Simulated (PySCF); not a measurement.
## Spin-Hamiltonian simulation

Molecule: `C=C1C=C1C(F)F`, C5H4F2.

Molfile (atoms numbered from 1):
```
C5H4F2
     RDKit          3D

 11 11  0  0  0  0  0  0  0  0999 V2000
   -2.1214   -0.4011    0.2846 C   0  0  0  0  0  0  0  0  0  0  0  0
   -0.9979    0.2088    0.0121 C   0  0  0  0  0  0  0  0  0  0  0  0
   -0.2062    1.3518   -0.4052 C   0  0  0  0  0  0  0  0  0  0  0  0
    0.4551    0.2448   -0.0951 C   0  0  0  0  0  0  0  0  0  0  0  0
    1.7423   -0.4509    0.0549 C   0  0  0  0  0  0  0  0  0  0  0  0
    2.7836    0.3395   -0.3122 F   0  0  0  0  0  0  0  0  0  0  0  0
    1.8037   -1.5538   -0.7348 F   0  0  0  0  0  0  0  0  0  0  0  0
   -2.1406   -1.4255    0.6123 H   0  0  0  0  0  0  0  0  0  0  0  0
   -3.0666    0.1021    0.1816 H   0  0  0  0  0  0  0  0  0  0  0  0
   -0.1647    2.3662   -0.7200 H   0  0  0  0  0  0  0  0  0  0  0  0
    1.9182   -0.7792    1.0957 H   0  0  0  0  0  0  0  0  0  0  0  0
  1  2  2  0
  2  3  1  0
  3  4  2  0
  4  5  1  0
  5  6  1  0
  5  7  1  0
  4  2  1  0
  1  8  1  0
  1  9  1  0
  3 10  1  0
  5 11  1  0
M  END
```

Computational details: geometry from GFN2-xTB, σ from GIAO-PBE0/pcSseg-1, J: B3LYP/pcJ-1 (spin–dipole term only in couplings to heteroatoms), in PySCF 2.14.0 with density-fitted response routines (rapidly exchanging positions averaged, relativity neglected, no solvent, a single conformation).

References, each an isolated molecule treated in the same way: ¹H vs TMS.

The 6-spin Hamiltonian (Zeeman plus full scalar coupling among like nuclei) was diagonalised exactly; lines are Lorentzian, 0.4 Hz wide, and the maxima above 3 % are listed with the tallest set to 100.

Peak list at 500 MHz for the spins F6/F7/H8/H9/H10/H11:
δ in ppm (height): 8.199 (21), 8.196 (52), 8.194 (36), 8.194 (74), 8.192 (66), 8.191 (80), 8.189 (82), 8.188 (64), 8.187 (73), 8.185 (36), 8.184 (51), 8.181 (21), 7.229 (27), 7.228 (42), 7.227 (27), 7.224 (27), 7.223 (42), 7.223 (27), 7.113 (54), 7.112 (85), 7.111 (55), 7.109 (55), 7.108 (84), 7.107 (53), 6.997 (27), 6.997 (42), 6.996 (27), 6.993 (27), 6.992 (42), 6.991 (27), 4.226 (68), 4.225 (69), 4.223 (71), 4.222 (71), 4.219 (99), 4.218 (100), 4.216 (99), 4.215 (98), 4.189 (29), 4.189 (30), 4.186 (58), 4.186 (59), 4.184 (39), 4.183 (58), 4.182 (55), 4.181 (67), 4.180 (64), 4.179 (50), 4.178 (53), 4.177 (53), 4.176 (44), 4.175 (29), 4.174 (42), 4.173 (40), 4.171 (21), 4.170 (21)

Q: Extract the chemical shifts and coupling constants behind this pattern (give the signs of the calculation).

A: 
Shifts (ppm): F6/F7 -139.2, H8 4.22, H9 4.18, H10 8.19, H11 7.11.
Couplings (Hz): F6–F7: 293.2; F6–H8, F7–H8: -0.1; F6–H9, F7–H9: 1.6; F6–H10, F7–H10: -1.3; F6–H11, F7–H11: 57.8; H8–H9: -3.6; H8–H10: 1.5; H8–H11: -0.5; H9–H10: 2.7; H9–H11: -0.4; H10–H11: -2.2.
These are the parameters used. A line list fixes at most the relative signs, and those only where coupling is strong; other parameter sets or atom labellings may fit too, and couplings well below the line width leave little trace.
